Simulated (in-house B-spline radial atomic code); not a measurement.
A calculation on Tb⁵⁺ (with a hole in an inner shell): its settings, and results tabulated from the run. Level of theory: Dirac-Hartree-Fock, average of the jj configuration, Fermi nucleus of rms radius 5.06 fm; calculated with a B-spline radial code for spherical atoms.

In the input, a minus or plus after the letter marks the j = l - 1/2 or j = l + 1/2 subshell.

Command:
```bash
python run_scf.py task.json out
```
Settings (nuclear radius in fm, mass in u):
```
Z                65
configuration    1s2 2s2 2p6 3s2 3p6 3d-4 3d+5 4s2 4p6 4d10 4f7 5s2 5p6
hamiltonian      dirac
method           hf
spin_polarised   False
nucleus          fermi
rms_radius       5.06
atomic_mass      158.92535
speed_of_light   137.035999084
```

Output (hartree, bohr):
```
 radial grid: 68 intervals, B-splines of order 8, outer radius 25.4386 bohr

 iter        energy (Eh)    residual
    1      -11611.150235    9.92e-01
    2      -11639.686348    1.17e+00
    3      -11660.183459    2.69e-01
    4      -11661.645872    1.04e-01
    5      -11661.756533    2.85e-02
    6      -11661.771667    1.73e-02
    7      -11661.775478    2.29e-03
    8      -11661.775538    4.06e-04
    9      -11661.775541    1.64e-05
   10      -11661.775541    6.16e-07

 total energy                    -11661.77554
 kinetic                           12758.1589
 electron-nucleus                 -28520.0425
 electron-electron                  4100.1081

 first-order corrections (not in the total)
   Gaunt                            12.1957
   retardation                      -1.2827
   frequency dependence             -0.1713
   self-energy                       8.6048
   Uehling                          -1.4101
   Wichmann-Kroll                    0.0457
   recoil                            0.0260

 orbital      occ     eigenvalue          <r>       <r^2>       <1/r>     <1/r^3>       r_max    small
 1s1/2      2.000     -1927.1840    0.0215036 0.000631505     73.0893           -     0.01364  5.88e-02
 2s1/2      2.000      -328.0578    0.0908343  0.00980391     17.5006           -     0.07758  1.31e-02
 2p1/2      2.000      -311.3173    0.0759572  0.00713593     17.4302           -     0.05866  1.31e-02
 2p3/2      4.000      -283.6935     0.082823  0.00835051     15.3519     10428.7     0.06453  1.21e-02
 3s1/2      2.000       -77.7363     0.237094   0.0643707     6.43502           -      0.2188  4.22e-03
 3p1/2      2.000       -70.5487     0.226959   0.0599168     6.34159           -      0.2065  4.15e-03
 3p3/2      4.000       -64.5354     0.239863   0.0667246     5.81017     2266.72      0.2186  3.87e-03
 3d3/2      4.000       -52.4780     0.212081    0.052851     5.68128     381.991      0.1734  3.74e-03
 3d5/2      5.000       -51.1696     0.217757   0.0558173     5.52265     335.258      0.1772  3.63e-03
 4s1/2      2.000       -18.6935     0.534073     0.32164     2.69186           -      0.4999  1.34e-03
 4p1/2      2.000       -15.7492     0.544274    0.336657     2.58766           -      0.5033  1.27e-03
 4p3/2      4.000       -14.3863     0.571551    0.371056     2.41689     510.611      0.5283  1.18e-03
 4d3/2      4.000        -9.4769     0.599793     0.41615     2.20698     74.2494      0.5321  1.01e-03
 4d5/2      6.000        -9.2013      0.60894    0.429934     2.18552     67.9487      0.5422  1.02e-03
 4f5/2      3.000        -3.4826     0.702094    0.603126     1.76974      11.404      0.5184  6.93e-04
 4f7/2      4.000        -3.4217     0.711686    0.619852     1.74587     10.9066      0.5249  6.77e-04
 5s1/2      2.000        -4.5639      1.24708     1.73664     1.06381           -        1.14  3.03e-04
 5p1/2      2.000        -3.5674      1.34987     2.04304    0.973433           -       1.218  2.61e-04
 5p3/2      4.000        -3.3400      1.41735     2.25016    0.917015     79.4504        1.28  2.39e-04
```

Cost of the run: 1.4 s on 1 thread of Arm Neoverse V1, on a shared host.

For the Dirac Hamiltonian the kinetic term is c α·p + (β - 1)c².
